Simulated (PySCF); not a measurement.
# Xe+: excitation energy

Xe+ [Kr] 4d10 5s2 5p5 (2P) → Xe+ [Kr] 4d10 5s1 5p5 6s1 (4P), as a difference of total energies. Computed with PySCF 2.14 in dyall-av2z (22s16p12d, 130 functions), with no relativity, point nucleus. Correlated levels: valence: [Kr] 4d10 frozen; virtual orbitals above 40 to 60 times the deepest correlated orbital energy dropped. The calculations carry no spin-orbit coupling.

| method | excitation energy (eV) |
| --- | --- |
| UHF | 23.757 |
| MP2 (valence) | 22.449 |
| SCS-MP2 (valence) | 22.279 |
| CCSD (valence) | 21.715 |
| CCSD(T) (valence) | 21.460 |

Problem. How much does correlation contribute at CCSD(T) (valence)?

Solution. 21.460 − (23.757) = -2.297 eV, measured against UHF.

The upper state lies above the first ionisation limit, where it may autoionise and the basis confines it. A Rydberg-like electron needs more diffuse functions than a valence basis has.

The promoted electron is Rydberg-like, and one or two diffuse shells describe it only roughly, which tends to raise the upper state.

The coupled-cluster amplitudes are large for the upper state (T1 above 0.03 or a double amplitude above 0.15), so a single reference is strained.
